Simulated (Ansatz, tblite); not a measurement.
Forces on Pt₄⁺ at its B3LYP-D4/def2-SVP geometry. Charge 1, multiplicity 2.

In the def2 sets Pt takes a core potential; there is no spin–orbit coupling. The xTB rows come from tblite. At PBE-D4/def2-TZVP the charge 1 doublet is spin-contaminated (final ⟨S²⟩ up to 0.96, 0.75 for a pure state). No other spin state of charge 1 was run. Another isomer (quartet) lies 1.38 eV lower at PBE0-D4/def2-TZVP; other spin states weren't run for this one.

GFN1-xTB (tblite), largest force 2.54 eV/Å:

```xyz
4
positions Å, forces eV/Å
Pt   -0.500    1.494    0.748    0.727   -2.172   -1.088
Pt    0.500   -1.494   -0.748   -0.728    2.172    1.088
Pt   -0.778    0.483   -1.484    1.131   -0.702    2.158
Pt    0.778   -0.483    1.484   -1.131    0.703   -2.159
```

GFN2-xTB (tblite), largest force 0.01 eV/Å:

```
Pt -0.004 0.011 0.006
Pt 0.004 -0.011 -0.006
Pt -0.006 0.004 -0.011
Pt 0.006 -0.004 0.011
```

PBE-D4/def2-TZVP (Ansatz), largest force 0.46 eV/Å:

```
Pt 0.132 -0.395 -0.197
Pt -0.132 0.394 0.198
Pt 0.206 -0.128 0.392
Pt -0.205 0.128 -0.392
```
